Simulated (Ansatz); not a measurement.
C2H8N2Si, SMILES `CNC(=N)[SiH3]`. Total charge 0; spin multiplicity 1.

Cartesian coordinates in Å:
```
C -1.933 0.569 -0.627
N -0.649 -0.085 -0.640
C 0.257 0.128 0.352
N 0.008 0.994 1.265
Si 1.894 -0.821 0.225
H -2.528 0.282 0.246
H -1.797 1.651 -0.585
H -2.474 0.310 -1.537
H -0.540 -0.904 -1.210
H 0.779 1.069 1.921
H 2.883 -0.017 -0.536
H 1.702 -2.122 -0.475
H 2.399 -1.054 1.601
```

(1) List the harmonic frequencies (cm⁻¹, unscaled) at PBE0-D4/def2-TZVP in Ansatz. (Best estimate.)

(2) Is this a minimum?

(3) Give the ideal-gas thermochemistry at 298.15 K and 1 bar (rigid rotor, harmonic oscillator; point group C1, symmetry number 1).

Answers

(1) Computed: 67, 124, 136, 190, 290, 345, 428, 470, 639, 701, 797, 834, 916, 934, 943, 1023, 1143, 1177, 1196, 1326, 1443, 1464, 1500, 1553, 1652, 2209, 2235, 2245, 3040, 3110, 3153, 3531, 3684.

(2) Yes, all 33 modes are real.

(3) Zero-point energy 266.2 kJ/mol; H(298) − E = 288.5 kJ/mol; entropy 352.8 J/(mol·K), of which translation 164.7, rotation 111.2, vibration 76.9; G(298) − E = 183.3 kJ/mol. Modes under 100 cm⁻¹ are hindered rotations or soft bends, so the harmonic entropy is rough.
